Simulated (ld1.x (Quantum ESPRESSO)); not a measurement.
**How hard is this iron PAW potential?**

* Element: Fe
* Generator: ld1.x (Quantum ESPRESSO) 7.5
* Type: PAW
* Functional: PBE
* Relativity: scalar-relativistic
* Frozen core: [Ne]
* Valence charge: 16
* Reference configuration: 3s2 3p6 3d6.5 4s1.5 4p0
* Partial waves: 3s (bound): rcut 1.25, rcutus 1.35 bohr; 4s (bound): rcut 1.25, rcutus 1.35 bohr; 3p (bound): rcut 1.40, rcutus 1.85 bohr; 4p (bound, empty): rcut 1.40, rcutus 1.85 bohr; 3d (bound): rcut 0.95, rcutus 1.15 bohr; 3d channel at 0.95 Ry: rcut 0.95, rcutus 1.15 bohr
* Local potential: all-electron potential smoothed inside 1.80 bohr (lloc = -1)
* Core correction: Bessel-smoothed model core inside 0.75 bohr
* Augmentation charge: PSQ, inside the norm-conserving radii

The pseudo-atom Hamiltonian at the reference potential is diagonalised in spherical Bessel functions j_l(qr) that vanish at 20 bohr, with q² up to the cutoff. All-electron valence levels (Ry): 3s -6.7287, 4s -0.3483, 3p -4.2373, 4p -0.0792, 3d -0.4028.

Task: How do the lowest levels (Ry) of each channel move with the cutoff, and are there ghosts?

Result:

```csv
cutoff (Ry),s #1,s #2,s #3,p #1,p #2,d #1,f #1,f #2,Σ f·Δε (mRy)
8,-6.0421,-0.2515,0.0157,-3.9814,-0.0320,0.0566,0.1099,0.2338,6042.4
15,-6.5876,-0.2984,0.0103,-4.2179,-0.0416,0.0560,0.1099,0.2338,3458.8
25,-6.7168,-0.3241,0.0075,-4.2368,-0.0524,0.0538,0.1099,0.2338,3033.9
40,-6.7281,-0.3446,0.0053,-4.2372,-0.0781,-0.1633,0.1099,0.2338,1566.7
60,-6.7286,-0.3486,0.0049,-4.2373,-0.0790,-0.3812,0.1099,0.2338,142.7
90,-6.7287,-0.3487,0.0049,-4.2373,-0.0792,-0.4022,0.1099,0.2338,6.4
120,-6.7287,-0.3487,0.0049,-4.2373,-0.0793,-0.4027,0.1099,0.2338,2.4
180,-6.7287,-0.3487,0.0049,-4.2373,-0.0793,-0.4031,0.1099,0.2338,0.4
400,-6.7287,-0.3487,0.0049,-4.2373,-0.0793,-0.4031,0.1099,0.2338,0.0
```

Result: no extra level below or beside the all-electron valence levels (s, p, d, f tested); 10 mRy is reached at 80 Ry and 1 mRy at 140 Ry.

Test run stopped at test 4 of 7 (negative rho).
